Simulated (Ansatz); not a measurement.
Consider the formal exchange of groups at a Mo–O bond: `[OH][Mo]([F])(=[S])=[S]` + CH₄ → `[CH3][Mo]([F])(=[S])=[S]` + H₂O.

Gas-phase electronic energies from Ansatz, PBE0-D4/def2-TZVP geometries. CCSD(T)/CBS is the MP2 limit (def2-TZVPP, def2-QZVPP) plus CCSD(T) − MP2 in def2-TZVPP, frozen cores. This one scheme is used for every species. Functionals use def2-TZVPP. B3LYP here is the variant with VWN-RPA as its local correlation; programs differ in this. def2 core potentials past Kr. For Mo outer-core shells are correlated without core-valence functions, which leaves a few kJ/mol of doubt a bond. Each species was taken in one conformer, which may not be the lowest.

```csv
level,ΔE (kJ/mol),difference from CCSD(T)/CBS
B3LYP-D4,108.0,18.5
CAM-B3LYP-D4,109.3,19.8
ωB97M-V,99.3,9.8
B2PLYP,108.4,18.9
revPBE,111.9,22.4
r2SCAN,114.6,25.1
PBE0,102.1,12.6
r2SCANh,110.3,20.8
r2SCAN0,104.2,14.7
CAM-B3LYP,112.0,22.5
LC-ωPBE,105.1,15.6
MP2/def2-SVP,115.4,25.9
HF/def2-TZVPP,96.5,7.0
CCSD/def2-TZVPP,88.0,-1.5
HF/def2-QZVPP,96.6,7.1
MP2/def2-QZVPP,94.3,4.8
CCSD(T)/CBS,89.5,0
```

Largest T1 diagnostic among the species: 0.025, so the coupled-cluster value is less sure than usual.

Leaving LDA and LC-ωPBE aside and taking each functional with its dispersion term where it has one, the values, not all of them listed here, spread over 20.7 kJ/mol, from PBE-QIDH to B97M-V. From BLYP to BHLYP (50 % exact exchange), in def2-TZVPP and without D4, ΔE moves by −15.8 kJ/mol. The D4 term adds −4.4 kJ/mol with B3LYP and −2.5 kJ/mol with PBE0; it sums over pairs of atoms, weighted by their polarisabilities, and B3LYP, whose exchange is more repulsive, gets the larger term.
